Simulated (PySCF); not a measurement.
A structure optimised at PBE-D3(BJ)/def2-SVP, used in a PySCF frequency run:

```xyz
13

C     -1.2073     2.3041     0.6302
C     -1.0893     1.1039     0.3941
C     -0.8345    -0.2608     0.0772
C     -1.7167    -1.2643     0.3304
Si     0.8631    -0.6217    -0.7214
N      2.2617    -0.1271     0.1953
H     -1.3464     3.3537     0.8463
H     -2.7000    -1.0759     0.7936
H     -1.4708    -2.3077     0.0733
H      0.9264     0.1155    -2.0292
H      0.9170    -2.1127    -0.9162
H      2.4420     0.8792     0.2580
H      2.4039    -0.5550     1.1150
```
Charge 0, spin multiplicity 1.

Task: Write its SMILES and formula.

Result: C#CC(=C)[SiH2]N, C4H7NSi

Task: What are its rotational constants (standard atomic weights)?

Result: 3.7623, 2.1054, 1.4899 GHz
